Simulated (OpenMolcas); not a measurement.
## Br4+: effect of the IPEA shift

```
Program             : OpenMolcas
Basis               : ANO-RCC-VTZP [6s5p3d1f]
Scalar Hamiltonian  : DKH2, point nucleus
Active space        : 3 electrons in 9 orbitals (RAS2 4s 4p; RAS3 4d, at most 2 electrons)
State averaging     : 2S+1 = 4 odd, 1 root; 2S+1 = 2 odd, 11 roots; 2S+1 = 4 even, 3 roots; 2S+1 = 2 even, 9 roots
Spin-orbit coupling : RASSI with atomic mean-field integrals over the reference wave functions, term energies averaged over their components
```

Methods on the same reference wave functions:
A. RASSCF
B. MS-RASPT2, IPEA 0 Eh, imaginary shift 0.1 Eh (closed shells correlated: 3d)
C. MS-RASPT2, IPEA 0.25 Eh, imaginary shift 0.1 Eh (closed shells correlated: 3d)

Energies in cm⁻¹ above 4s² 4p ²P°_1/2, the measured ground level; measured values from Moore, Atomic Energy Levels, vol. II, NSRDS-NBS 35 (1971 reprint of NBS Circular 467, 1952).

```csv
Level,A,B,C,Measured
4s² 4p ²P°_1/2,0.0,0.0,0.0,0.0
4s² 4p ²P°_3/2,5521,5530,5530,6090
4s 4p² ⁴P_1/2,88285,90110,90130,
4s 4p² ⁴P_3/2,90469,92310,92320,
4s 4p² ⁴P_5/2,93515,95340,95350,
4s 4p² ²D_3/2,121224,121020,121110,122941
4s 4p² ²D_5/2,121667,121480,121570,123628
4s 4p² ²S_1/2,151413,150120,150270,
4s 4p² ²P_1/2,161999,160650,160800,158158
4s 4p² ²P_3/2,164930,163580,163730,161011
```

Deviations, from unrounded energies. A percentage is the sum of absolute deviations over the sum of measured energies, with the sign that they share, or ± where signs differ.

```tsv
Against measurement	Levels	A	B	C
mean absolute deviation (cm-1)	5	2400	1900	2000
fine structure of the ground term (%)	1	-9.3	-9.2	-9.2
other configurations (%)	4	±2.0	±1.6	±1.6
```

B, C lie about equally close to measurement and A furthest from it. The largest miss of B in the table is 4s 4p² ²P_3/2, by +2600 cm-1. The ranking rests on the paired levels alone, and a cruder setting can come out closer through cancelling errors.

Between B and C the level of the table that moves most is 4s 4p² ²S_1/2, by 160 cm-1 (lowest in B, highest in C). Moves below CASPT2's spread within the term are not significant.

The lowest spin-free term lies below A's lowest term by 0.048 hartree in B, 0.048 hartree in C.

Active for correlation alone: 4d; no level in the range computed is led by a configuration that fills it, so any true level of that kind is missing. Computed and measured levels are paired by configuration, term and J; levels that our copy of the source lacks, or whose pairing is in doubt (as where it misses far off the trend of its configuration), stay unpaired and out of the deviations. Only configurations of the active space appear. Levels that lie high or do not pair safely by name in every column are left out.

° marks odd parity.
